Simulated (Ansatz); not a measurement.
Basis-set extrapolation for C$_{2}$H$_{10}$BNSi, SMILES `CB(C)[SiH2]N` (PBE0-D4/def2-TZVP geometry, frozen core, the Gaussian-basis code of Ansatz). Multiplicity 1, RHF reference.

```csv
,def2-TZVPP,def2-QZVPP
HF,-449.720734,-449.737710
MP2 correlation,-0.796328,-0.849673
CCSD(T) correlation,-0.891474,not run
```

Energies in hartree. Use E(X) = E(∞) + A·exp(−7.88·√X) for Hartree–Fock and E(X) = E(∞) + B·X^(−2.97) for correlation, with X = 3 and 4, and add CCSD(T) minus MP2 of the smaller set to the MP2 limit.

What is the CCSD(T) energy at the basis-set limit?

HF limit: -449.737710 + (-0.016976) × 0.13774 = -449.74005. MP2 limit: -0.849673 + (-0.053345) × 0.74074 = -0.88919. Higher-order term: -0.891474 − (-0.796328) = -0.09515. Total: -450.72439 hartree, 70.4 kcal/mol below CCSD(T)/def2-TZVPP.
